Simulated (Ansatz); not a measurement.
`[SiH3][GeH2][GaH2]`. Total charge 0; spin multiplicity 1. Correlated methods include outer-core shells of Ga, Ge, which these sets cover unevenly. Scalar relativity is left out up to krypton.

Z-matrix (Å, degrees):
```
Si
Ge 1 2.384
H 1 1.488 2 109.9
H 1 1.487 2 111.4 3 120.5
H 1 1.488 2 109.8 3 -118.9
Ga 2 2.438 1 110.3 3 59.2
H 2 1.542 1 107.5 3 -178.5
H 2 1.542 1 107.6 3 -63.2
H 6 1.571 2 120.3 1 -88.7
H 6 1.572 2 120.2 1 88.9
```

Q: Give the diagnostics of a CCSD(T)/def2-TZVPP run (frozen core, the Gaussian-basis code of Ansatz). (Estimate.)

A: The calculation gave: T1 = 0.0128, largest single amplitude 0.019, largest double 0.028, (T) share of the correlation energy 3.5 %, 9 CCSD cycles. The RHF solution is stable towards an unrestricted one. T1 lies under the customary mark of 0.02 for closed shells.
